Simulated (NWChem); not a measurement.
System: Ge$_{3}$H$_{7}$, doublet; SMILES [GeH3][GeH][GeH3]

Input file for NWChem:

```
start job
memory heap 200 mb stack 900 mb global 1100 mb
geometry units angstroms
  Ge     1.989356     0.270675     0.440160
  Ge     0.017156    -0.221525    -0.937840
  Ge    -2.006944    -0.042925     0.444260
  H      2.628056    -0.900625     1.154160
  H      1.730556     1.270375     1.546560
  H      3.136656     0.900075    -0.310740
  H      0.138356    -1.799825    -0.953540
  H     -2.699744    -1.337725     0.800060
  H     -3.116244     0.784475    -0.167840
  H     -1.786544     0.634675     1.781260
end
basis spherical
  * library def2-svp
end
dft
  odft
  mult 2
  xc pbe0
  iterations 150
end
driver
  maxiter 120
end
task dft optimize
```

Not confirmed as a minimum by frequencies.

The level has its own optimisation. Brackets give each atom's bonded neighbours.

**Question.** What results follow from this input? (PBE0/def2-SVP, spin-unrestricted.) Quantities: r Ge–Ge (Å); r Ge–H [Ge(GeGeH)–H(Ge)] (Å); dipole (D).

**Answer.** The r Ge–Ge (Å) is 2.426, the r Ge–H [Ge(GeGeH)–H(Ge)] (Å) comes out as 1.550 and the dipole (D) is 0.10.
